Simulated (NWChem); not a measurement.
System: SiHSCl, singlet; SMILES S[Si]Cl

```xyz
4

Si     0.9697     0.0396     0.0000
Cl    -0.4316     1.6010     0.0000
S     -0.4349    -1.5853     0.0000
H      0.5373    -2.5274     0.0000
```
Atoms are numbered in this order, from 1.

All runs: NWChem. Pople sets run with spherical d functions. Low-valent species are run as closed-shell singlets; no triplet was tried in these runs. Structure relaxed at the PBE0/def2-SVP level. B3LYP is NWChem's, with the RPA form of VWN correlation. GIAO values for the isolated, static molecule; σ is the absolute isotropic shielding, δ = σ(reference) − σ with the isolated reference molecule computed at the same levels (1H: tetramethylsilane, 29Si: tetramethylsilane).

Problem. Predict the results for B3LYP/6-31G*. Quantities: δ Si1 (ppm); σ Cl2 (ppm); σ S3 (ppm); δ H4 (ppm).

Solution. 
```json
{
  "δ Si1 (ppm)": "366.4",
  "σ Cl2 (ppm)": "556.0",
  "σ S3 (ppm)": "241.3",
  "δ H4 (ppm)": "4.29"
}
```
